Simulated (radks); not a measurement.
Task: Isoelectronic series with 3 electrons, all held in the configuration [He] 2s1, which need not be the ground one along the series. All-electron calculation, non-relativistic Kohn-Sham, LDA (Slater exchange, Perdew-Wang correlation), spin-polarised, spherical densities, point nucleus; open shells are filled with parallel spins first. Program: a radial shooting solver on a logarithmic mesh with Libxc functionals. Total energies (hartree) and mean radii <r> (bohr) (* marks an orbital that is empty in some or all of the ions):

ion    E (hartree)  2s down*   2s up  1s down
Li        -7.34328     4.258   3.823   0.5883
B2+      -23.13503     1.679   1.630   0.3305
N4+      -47.92117     1.069   1.051   0.2295
F6+      -81.70279    0.7858  0.7767   0.1758
Al10+   -176.25784    0.5148  0.5112   0.1197
Cl14+   -306.80642    0.3830  0.3811  0.09074
K16+    -385.57916    0.3396  0.3381  0.08095
Sc18+   -473.35112    0.3050  0.3039  0.07306

Estimate the row of P12+.

Result: E (hartree) -237.03274; 2s down* 0.4392; 2s up 0.4367; 1s down 0.1032.
